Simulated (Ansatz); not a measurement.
C2H5ClO2Si, SMILES `O=CC(Cl)O[SiH3]`. Total charge 0; spin multiplicity 1. All single points use the PBE0-D4/def2-TZVP geometry. It is one conformer, not always the lowest.

```xyz
11

O     1.069   -1.631    2.355
C     1.237   -1.032    1.336
C     0.222   -0.055    0.773
Cl    0.930    1.582    1.092
O     0.063   -0.294   -0.561
Si   -1.013    0.510   -1.551
H     2.145   -1.136    0.709
H    -0.710   -0.088    1.342
H    -2.289    0.697   -0.813
H    -0.466    1.823   -1.963
H    -1.189   -0.378   -2.719
```

Problem. What is the dipole moment at PBE/def2-TZVPP? (Best estimate.)

Solution. Ansatz gave: 2.49 D, with components (-1.12, 0.59, -2.14) D in this frame, pointing from negative to positive charge.

Problem. And with r2SCAN, B3LYP, ωB97M-V? (An estimate is asked.)

Solution. The calculation gave: r2SCAN 2.55 D, B3LYP 2.59 D, ωB97M-V 2.52 D.

Problem. Give the Mulliken charges with PBE, r2SCAN, ωB97M-V in def2-TZVPP. (Best estimate.)

Solution. The calculation gave: 
```tsv
atom	PBE	r2SCAN	ωB97M-V
O1	-0.19	-0.26	-0.24
C2	0.07	0.16	0.09
C3	0.18	0.24	0.12
Cl4	-0.14	-0.16	-0.11
O5	-0.28	-0.36	-0.35
Si6	0.33	0.43	0.29
H7	0.06	0.05	0.10
H8	0.10	0.08	0.14
H9	-0.05	-0.06	-0.02
H10	-0.04	-0.05	-0.01
H11	-0.04	-0.05	-0.01
```

B3LYP here is the variant with VWN-RPA as its local correlation; programs differ in this.
